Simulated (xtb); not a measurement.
CH3F3Si, SMILES [SiH](F)(F)CF. All values are semi-empirical tight-binding results from xtb (GFN2-xTB unless named), good for trends rather than for accurate numbers. Geometry optimised at GFN2-xTB. One conformer was computed; it need not be the lowest.

Optimised geometry:

```xyz
8

F      1.9024     0.4299     0.5362
C      1.3197    -0.5174    -0.2782
Si    -0.5775    -0.3162    -0.3169
F     -0.9577     1.1641    -0.7610
F     -1.1635    -0.4078     1.1603
H      1.6260    -1.4908     0.1152
H      1.7711    -0.3921    -1.2664
H     -1.2613    -1.2614    -1.1625
```
Charge 0, spin multiplicity 1.

* **point group as xtb finds it**: Cs
* **orbital gap**: 6.50 eV
* **dipole moment**: 3.77 D
* **zero-point energy**: 26.8 kcal/mol
* **G − E(el) at 298.15 K (modified RRHO)**: 7.5 kcal/mol
* **static polarisability (D4 model)**: 50.8 bohr³
* **solvation energy, GFN2-xTB/ALPB(water)**: -1.7 kcal/mol
* **solvation energy, GFN2-xTB/ALPB(octanol)**: -2.1 kcal/mol

Q: Give the atomic charges and the Wiberg bond orders between heavy atoms. (Estimate from the structure and the level; the computed values follow.)

A: charges (e) F1 -0.25, C2 0.01, Si3 0.63, F4 -0.23, F5 -0.23, H6 0.05, H7 0.05, H8 -0.03. Bond orders F1–C2 0.95, C2–Si3 0.85, Si3–F4 1.14, Si3–F5 1.14.
